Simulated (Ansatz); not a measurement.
Geometry optimisation, RKS B3LYP-D4/6-31G* in Ansatz 0.2.0.

Input file:

```yaml
crystal:
  periodic: [false, false, false]
  atoms:
    - { symbol: B, position_ang: [0.0, 0.0, 0.0] }
    - { symbol: C, position_ang: [0.0, 0.0, 1.95] }
    - { symbol: H, position_ang: [-0.9996, -0.3092, 2.3205] }
    - { symbol: H, position_ang: [0.7676, -0.7111, 2.3205] }
    - { symbol: H, position_ang: [0.232, 1.0203, 2.3205] }
    - { symbol: Cl, position_ang: [1.6108, 0.0, -0.93] }
    - { symbol: H, position_ang: [-1.0305, 0.0, -0.595] }
    - { symbol: O, position_ang: [-0.219, -1.6079, 0.5392] }
    - { symbol: H, position_ang: [-0.6224, -2.1606, -0.2037] }
    - { symbol: H, position_ang: [-0.1495, -1.0979, 1.5797] }
basis:
  gaussian: { orbitals: "6-31G*" }
hamiltonian:
  xc: b3lyp
  dispersion: d4
relax:
  f_tol: 0.15
  max_steps: 25
  restrain:
    - { distance: [0, 7], at: 1.41, k: 30.0 }
    - { distance: [9, 1], at: 1.11, k: 30.0 }
    - { distance: [0, 1], at: 2.8, k: 30.0 }
    - { distance: [9, 7], at: 2.21, k: 30.0 }
output:
  orbitals: {}
```

Command:

```bash
$ ansatz run input.yaml --threads 1 --pin off --max-ram 2048MiB --backend cpu --events-out ev --progress --plain --runs-dir out
```

Q: Where does it end, and by what steps?

A: The forces met the threshold. The restraints hold the end off the free minimum. After 11 steps the energy has fallen by 5.170 eV (the restraints' own energy left out); O8 moved furthest, 0.95 Å.

```csv
step,energy less start (eV),largest force component (eV/Å),accepted
0,0.0000,5.314,yes
1,0.1342,3.928,yes
2,0.1461,4.286,yes
3,-1.0764,5.011,yes
4,-3.0436,3.446,yes
5,-4.5546,2.575,yes
6,-5.0259,1.520,yes
7,-5.1086,1.436,yes
8,-5.1500,1.137,yes
9,-5.1608,1.090,yes
10,-5.1652,1.101,yes
11,-5.1702,1.001,yes
```

```xyz
10
Properties=species:S:1:pos:R:3
B 0.023 -0.467 -0.477
C -0.013 -0.185 2.326
H -0.996 -0.216 2.805
H 0.765 -0.178 3.095
H 0.074 0.731 1.741
Cl 1.635 0.196 -0.771
H -0.916 0.264 -0.470
O -0.089 -1.836 -0.376
H -1.016 -2.098 -0.269
H 0.123 -1.078 1.698
```

Time of the run: 41 s on 1 thread of Intel(R) Xeon(R) CPU @ 2.60GHz (Ice Lake) (shared host), peak memory 0.17 GiB.
